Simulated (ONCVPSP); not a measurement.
# What one change does to a pseudopotential (Ga, ONCV)

Ga, optimised norm-conserving Vanderbilt (ONCV), made with ONCVPSP 4.0.1 (LDA (Perdew-Wang 92), scalar-relativistic). Core [Ne], reference 3s2 3p6 3d10 4s2 4p0.5 (charge +0.5). Waves: 3s+4s: rc 1.10 bohr, ncon 4, nbas 8, qcut 12.6 1/bohr, 2 projectors; 3p+4p: rc 1.35 bohr, ncon 4, nbas 7, qcut 11.7 1/bohr, 2 projectors; 3d: rc 1.10 bohr, ncon 4, nbas 9, qcut 15.8 1/bohr, 2 projectors, debl 1.5 Ha. Local part: polynomial inside 0.70 bohr (lpopt 5, dvloc0 0 Ha). Core correction: none.

All-electron outer shells of the reference configuration (LDA (PZ), scalar-relativistic, ld1.x):

| shell | level (eV) | outermost node (bohr) | outermost maximum (bohr) |
| --- | --- | --- | --- |
| 2s | -1263.94 | 0.07 | 0.18 |
| 2p | -1102.09 | – | 0.15 |
| 3s | -151.31 | 0.27 | 0.56 |
| 3p | -102.54 | 0.24 | 0.56 |
| 3d | -23.28 | – | 0.53 |
| 4s | -12.70 | 0.81 | 1.87 |
| 4p | -5.82 | 0.87 | 2.41 |

Change: s: qcut 10.5; p: qcut 9.7; d: qcut 13.1.

Cutoffs: the cutoffs (Ha) at which the residual kinetic energy of the hardest occupied pseudo-wave falls to 1 and 0.1 mHa per electron; they do not see the model core or the augmentation charge, which bear on the density cutoff. Errors are all-electron minus pseudo energies relative to the spin-unpolarised reference configuration.

Q: Predict the effect on cutoff, ghosts and configuration errors.

A: The potential gets softer (93 Ha and 104 Ha → 75 Ha and 84 Ha); the errors of the 4 common tests hardly move; neither file shows a bound ghost.

| quantity | base | changed |
| --- | --- | --- |
| cutoff, loose | 93 Ha | 75 Ha |
| cutoff, tight | 104 Ha | 84 Ha |
| loose cutoff by channel | s 51 Ha, p 46 Ha, d 93 Ha | s 40 Ha, p 39 Ha, d 75 Ha |
| bound ghosts | none | none |
| GHOST(+) flags under 300 eV | none | none |
| error for 3s2 3p6 3d10 4s2 4p1, meV [ΔE -2.12 eV] | +0.2 | +0.2 |
| error for 3s2 3p6 3d10 4s2 4p0, meV [ΔE 3.76 eV] | -0.4 | -0.4 |
| error for 3s2 3p6 3d10 4s1 4p0, meV [ΔE 25.26 eV] | -1.2 | -1.2 |
| error for 3s2 3p6 3d10 4s1 4p1, meV [ΔE 11.22 eV] | -0.5 | -0.5 |
| s: phases at 1.12 bohr within 0.05 rad from the reference energy up to (Ha; the scan ends near 5) | to the end of the scan | to the end of the scan |
| p: phases at 1.37 bohr within 0.05 rad from the reference energy up to (Ha; the scan ends near 5) | to the end of the scan | to the end of the scan |
| d: phases at 1.12 bohr within 0.05 rad from the reference energy up to (Ha; the scan ends near 5) | to the end of the scan | to the end of the scan |
